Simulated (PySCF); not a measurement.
C8H6N2O3S, SMILES c1nnc(-c2scc3c2OCCO3)o1.

Coordinates come from a PBE-D3(BJ)/def2-SVP optimisation. The structure was generated by enumeration, and PubChem lists no compound with its InChIKey, so it may never have been made. Other conformers were not sampled.

Level of theory: SMD-PBE0/6-31G* run with PySCF.

Solvation free energies are E(SMD) − E(gas) at the gas-phase geometry, for 1 M in both phases. In vacuum the dipole moment is 6.20 D.

```
solvent        ΔG(solv) (kcal/mol)  its non-electrostatic (CDS) part  dipole (D)
-------------  -------------------  --------------------------------  ----------
water                        -11.0                               4.0        8.47
acetone                      -12.2                              -0.2        8.48
chlorobenzene                -10.2                              -0.9        8.00
```
